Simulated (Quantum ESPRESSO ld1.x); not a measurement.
Results of a calculation; reference values are marked as such.
One sound ld1.x (Quantum ESPRESSO 7.5) input for neutral selenium gives E = -2426.8267 hartree in 24 iterations:

```
 &input
    zed=34.0,
    iswitch=1,
    rel=1,
    lsd=1,
    dft='SLA-VWN',
    config='[Ar] 3d10 4s2 4p4',
    prefix='ld1',
    max_out_wfc=37,
    file_charge='ld1.rho',
 /
```

Changed or added lines, one case at a time, and what came of them:

- rmax=5000.0: harmless. The energy moves by less than 1e-5 hartree against the default mesh (-2426.8267 hartree).
- dft='R2SCAN': refused. The program stops in set_dft_from_name with "libxc needed for this functional": this build has no Libxc.
- iswitch=0: refused. The program stops in ld1_readin with "wrong iswitch": iswitch takes 1 to 4.
- dft='HF': refused. The program stops in ld1_setup with "HF not implemented yet": ld1.x has no Hartree-Fock; KLI and OEP are its exact-exchange options.
- lsd=2: refused. The program stops in ld1_readin with "lsd not correct": lsd takes 0 or 1.
- config='[Ar] 3d10 4s2 4p4 5p3': spurious. The string holds 37 electrons for Z = 34, so the species has charge -3 and is not the one meant. The equations of the added shell fail (the log warns of at least one error in the KS equations), so the printed solution is spurious even though the residual is small.
- config='[Ar] 3d10 4s2 4p4 1p1': refused. The program stops in el_config with "main/angular quantum number mismatch": l must be smaller than n.
